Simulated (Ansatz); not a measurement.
A nudged elastic band was laid between two geometries of C₂H₁₀BFSi₂ (16 atoms, charge 0, multiplicity 1).

Level of theory: RKS PBE-D4/STO-3G in Ansatz 0.2.0.

```
movable images  : 7
climbing image  : yes
spring          : 5.0 eV/Å²
optimiser       : quadratic models (default)
start path      : through a guess of the saddle point
force threshold : 0.05 eV/Å
iteration limit : 60
end points      : relaxed
```

Initial state:

```xyz
16
Properties=species:S:1:pos:R:3
B -1.450 -1.150 0.586
Si -0.099 -1.303 -0.851
C 0.702 0.460 -0.665
C 1.818 0.442 0.454
F 1.217 1.070 -1.832
Si -0.879 1.337 0.054
H -1.087 -1.440 1.668
H -2.582 -1.333 0.330
H -0.629 -1.387 -2.206
H 0.913 -2.342 -0.705
H 2.180 1.463 0.686
H 2.683 -0.161 0.119
H 1.426 -0.010 1.386
H -1.589 0.243 0.919
H -1.890 1.679 -0.938
H -0.756 2.411 1.040
```

Final state:

```xyz
16
Properties=species:S:1:pos:R:3
B -0.752 -2.435 0.367
Si -0.740 -0.922 -0.746
C 0.389 0.633 -0.533
C 1.424 0.378 0.638
F 1.101 0.934 -1.731
Si -0.759 2.116 -0.022
H -0.433 -2.299 1.485
H -1.463 -3.313 0.060
H -0.976 -1.041 -2.195
H 0.294 -2.469 -0.378
H 2.020 1.290 0.839
H 2.123 -0.438 0.374
H 0.894 0.090 1.566
H -1.437 1.789 1.223
H -1.754 2.350 -1.058
H 0.046 3.314 0.157
```

**Question.** What changes between the two ends?

**Answer.** Bonds formed: B1–H10.

**Question.** What energy profile does the band end with?

**Answer.** The forces met the threshold. The highest image is number 5 of 0 to 8, 79.6 kJ/mol above the first end and 20.3 kJ/mol above the last; the last end lies 59.3 kJ/mol above the first. A vibrational analysis at the climbing image gives one clearly imaginary mode, 562i cm⁻¹: a first-order saddle point. Limits of this set-up: minimal basis.

```csv
image,path coordinate (Å),energy (kJ/mol),B1–H10 (Å)
0,0.00,0.0,2.94
1,1.05,21.6,2.90
2,2.10,27.0,2.85
3,3.15,30.1,2.80
4,4.20,38.9,2.62
5,5.25,79.6,1.76
6,5.54,67.9,1.44
7,5.83,59.6,1.29
8,6.13,59.3,1.29
```

**Question.** What is the geometry of the highest image?

**Answer.** 
```xyz
16
Properties=species:S:1:pos:R:3
B -0.905 -2.349 0.477
Si -0.631 -0.989 -0.770
C 0.439 0.604 -0.512
C 1.433 0.368 0.696
F 1.198 0.896 -1.684
Si -0.741 2.074 -0.072
H -0.315 -2.344 1.493
H -1.513 -3.303 0.157
H -1.228 -1.033 -2.100
H 0.343 -2.203 -0.759
H 2.034 1.277 0.892
H 2.130 -0.464 0.478
H 0.873 0.114 1.616
H -1.481 1.745 1.138
H -1.686 2.295 -1.156
H 0.028 3.289 0.149
```

**Question.** What are the harmonic wavenumbers there?

**Answer.** 562i, 46, 110, 153, 157, 206, 229, 289, 326, 343, 464, 532, 663, 675, 706, 783, 835, 887, 939, 974, 993, 1012, 1027, 1072, 1081, 1125, 1172, 1246, 1319, 1516, 1632, 1651, 2168, 2580, 2597, 2641, 2643, 2920, 3069, 3234, 3398, 3408 cm⁻¹.

The band took 22 iterations and about 8 core-minutes.

Time of the run: 8.2 min on 1 thread of Arm Neoverse V2 (shared host), peak memory 0.11 GiB.
